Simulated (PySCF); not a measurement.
NMR data simulated for an unnamed compound:

1H NMR (300 MHz, computed): δ 5.35 (m, 1H), 5.21 (m, 1H), 5.04 (m, 1H), 2.61 (s, 6H), 1.40 (s, 1H), -0.09 (br s, 2H).

13C{1H} NMR (computed): δ 100.2 (C), 85.5 (C), 74.3 (CH), 74.2 (C), 42.3 (CH3).

[PySCF 2.14.0 with density-fitted response routines: σ from GIAO-PBE0/pcSseg-1; structure optimised with GFN2-xTB; fast rotation and ring inversion assumed for equivalent nuclei; single conformer; relativity neglected; in vacuum]

Shifts are taken against calculated references (same method and geometry level): TMS for 1H, 13C.

**Question.** Which of these does the molecule contain: a CF3 group, a C≡C triple bond, an NH or NH2 group, a three-membered ring, an S-methyl group, a Si–H bond?

**Answer.** 
- A CF3 group: no.
- A C≡C triple bond: yes (δC 74.3, 74.2; δH 1.40 (s)).
- An NH or NH2 group: yes (δH -0.09 (br s)).
- A three-membered ring: no.
- An S-methyl group: no.
- A Si–H bond: yes (δH 5.35 (m)).

The data belong to `C#CC#C[Si@H]([SiH2]N)N(C)C`, C6H12N2Si2; they needn't prove each group on their own.

Carbon signals by region: 1 in the sp2 and nitrile region (100–160 ppm), 3 at 50–100 ppm, 1 below 50 ppm.

OH and NH positions are those of a molecule without intermolecular hydrogen bonds; in solution they move with solvent, concentration and temperature, and exchange usually removes their couplings. Shifts are as computed. Against solution values, carbons near 30 ppm lie about +3 ppm off and those near 130 ppm about +5 ppm. Of 1309 compounds with measured shifts, 239 miss one by over three times the rms of a fit or turn the order of signals round; such compounds aren't used in these exercises. No couplings were computed; multiplicities are counted from neighbouring protons, with m where these are inequivalent, close in shift, in a saturated or five-membered ring or joined by F or P, and br s for small geminal =CH2 splittings.
